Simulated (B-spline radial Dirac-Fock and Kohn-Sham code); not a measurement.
## Energy-loss ionisation edge L2 of Lu

System: neutral lutetium, [Xe] 4f14 5d1 6s2. Method: the first Born approximation with generalised oscillator strengths from a Dirac-Hartree-Slater potential (longitudinal and transverse terms; continuum final states only, so no white lines or fine structure). Computed with a radial atomic solver. The edge is taken at 10349.0 eV (tabulated value).

Input file task.json (cfg lists n, l and occupation; rrms is the nuclear radius in fm):

```json
{"items": [{
  "Z": 71,
  "q": 0,
  "cfg": [[1, 0, 2], [2, 0, 2], [2, 1, 6], [3, 0, 2], [3, 1, 6], [3, 2, 10], [4, 0, 2], [4, 1, 6], [4, 2, 10], [4, 3, 14], [5, 0, 2], [5, 1, 6], [5, 2, 1], [6, 0, 2]],
  "A": 175,
  "rrms": 5.37,
  "do": "eels",
  "beams": [[60, 10], [60, 100], [80, 10], [80, 100], [100, 5], [100, 20], [100, 100], [120, 5], [120, 10], [120, 20], [200, 10], [200, 50], [200, 100], [300, 50]],
  "edges": {"L2": 10349.0}
}]}
```

Run with: `python xray2_run.py task.json out`

Partial cross sections σ(β, Δ) in barn, integrated over a window Δ above the edge and up to the collection semi-angle β, for parallel illumination:

```csv
E₀ (kV),β (mrad),Δ = 25 eV,Δ = 50 eV,Δ = 100 eV,Δ = 200 eV,Δ = 300 eV
60,10,0.00611,0.0119,0.0234,0.0456,0.0668
60,100,?,?,?,?,?
80,10,0.00879,0.0172,0.0336,0.0654,0.0958
80,100,0.496,0.972,1.91,3.74,5.51
100,5,0.00291,0.00569,0.0111,0.0216,0.0317
100,20,0.0445,0.0870,0.170,0.331,0.485
100,100,0.544,1.07,2.10,4.12,6.06
120,5,0.00364,0.00710,0.0139,0.0270,0.0395
120,10,0.0144,0.0281,0.0548,0.107,0.156
120,20,0.0548,0.107,0.209,0.407,0.596
200,10,0.0267,0.0520,0.102,0.198,0.289
200,50,0.354,0.693,1.36,2.66,3.91
200,100,0.626,1.23,2.42,4.75,7.02
300,50,0.427,0.836,1.64,3.21,4.74
```

Q: Give the row for 60 kV and 100 mrad.

A: 0.417 b for 25 eV, 0.818 b for 50 eV, 1.61 b for 100 eV, 3.15 b for 200 eV, 4.63 b for 300 eV.
